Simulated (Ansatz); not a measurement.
Two isomers of C3H6OSi: A = `C[Si]1(O)C=C1`, B = `CC1[SiH2]C1=O`.

Gas-phase electronic energies from Ansatz, PBE0-D4/def2-TZVP geometries. CBS: MP2 limit from def2 TZ/QZ plus the TZ coupled-cluster correction, frozen cores. DFT in def2-TZVPP. B3LYP here is the variant with VWN-RPA as its local correlation; programs differ in this. Each species was taken in one conformer, which may not be the lowest.

(1) Which is lower in electronic energy at CCSD(T)/CBS, and by how much? (An estimate is asked.)

(2) Give E(B) − E(A) in kJ/mol with B3LYP-D4, B3LYP, HF/def2-TZVPP, PBE-D4, CCSD(T)/def2-TZVPP, MP2/def2-TZVPP, ωB97M-V. (Estimate.)

Largest T1 diagnostic: 0.016.

Answers

(1) Ansatz gave: A, by 218.1 kJ/mol.

(2) Ansatz gave: B3LYP-D4 194.4, B3LYP 193.9, HF/def2-TZVPP 231.7, PBE-D4 170.1, CCSD(T)/def2-TZVPP 209.8, MP2/def2-TZVPP 220.6, ωB97M-V 213.4. None reverses the order clearly.

In def2-TZVPP, CCSD(T) changes the Hartree–Fock value by −21.9 kJ/mol (the triples alone add −7.2 kJ/mol) and MP2 by −11.1 kJ/mol. From PBE to PBE0 (25 % exact exchange), in def2-TZVPP and without D4, E(B) − E(A) moves by +23.4 kJ/mol.
